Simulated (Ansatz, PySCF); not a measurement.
CH3ISi (SMILES C[Si]I), singlet, geometry from GFN2-xTB (all electrons, no relativity). Base run: PySCF with CASSCF(6,5)/STO-3G.

Here is a job for PySCF.
```python
from pyscf import gto, scf, mcscf
import numpy

mol = gto.M(
    atom='''
Si    0.19690555    1.15390164    1.28698291
I    -0.14300395   -0.75438176   -0.32833531
C     0.51397396    2.55123879    0.01951332
H     0.69245101    3.50452425    0.51464366
H    -0.33812372    2.68151631   -0.64781739
H     1.38436042    2.33413717   -0.59989549
''',
    basis='sto-3g',
    verbose=4,
)

mf = scf.RHF(mol)
mf.kernel()
mc = mcscf.CASSCF(mf, 5, 6)
mc.fix_spin_(ss=0.0)
mc.kernel()
occ = numpy.linalg.eigvalsh(mc.fcisolver.make_rdm1(mc.ci, mc.ncas, mc.nelecas))[::-1]
ss = mc.fcisolver.spin_square(mc.ci, mc.ncas, mc.nelecas)[0]
print('natural occupations', occ.round(4), ' <S^2>', round(ss, 4))
```

Programs used: Ansatz (a first-principles code), PySCF; a row that names a program was run with it.

Each row names what was changed in the base input (with any setting that the change needs).

```tsv
change	ΔE vs base (kcal/mol)	natural occupations	<S^2> of the state
base	0.000	1.99 1.98 1.95 0.05 0.03	0.00
fix_spin_ = off	0.000	1.99 1.98 1.95 0.05 0.03	0.00
correction = SC-NEVPT2	-43.12	1.99 1.98 1.95 0.05 0.03	0.00
active space = 4 electrons, 6 orbitals	-3.34	1.98 1.94 0.05 0.02 0.01 0.00	0.00
code = ansatz; correction = SC-NEVPT2, all electrons	-43.10	-	-
active space = 10 electrons, 8 orbitals	-11.94	2.00 1.99 1.98 1.97 1.94 0.05 0.04 0.03	0.00
active space = 6 electrons, 6 orbitals	-1.60	1.99 1.98 1.94 0.05 0.03 0.00	0.00
code = ansatz	-3.41	-	-
start = MP2 natural orbitals	-0.153	1.99 1.98 1.97 0.03 0.03	0.00
orbitals = fixed (CASCI); correction = SC-NEVPT2	-39.32	2.00 1.99 1.97 0.02 0.02	0.00
active space = 4 electrons, 3 orbitals	10.20	2.00 1.96 0.05	0.00
```

Active orbitals are taken around the Fermi level unless the row says otherwise; CASSCF can end in different local minima, and two programs can end on different orbitals. State-averaged rows give the lowest state.

Ansatz warned in this series: other orbitals give a lower active-space energy.
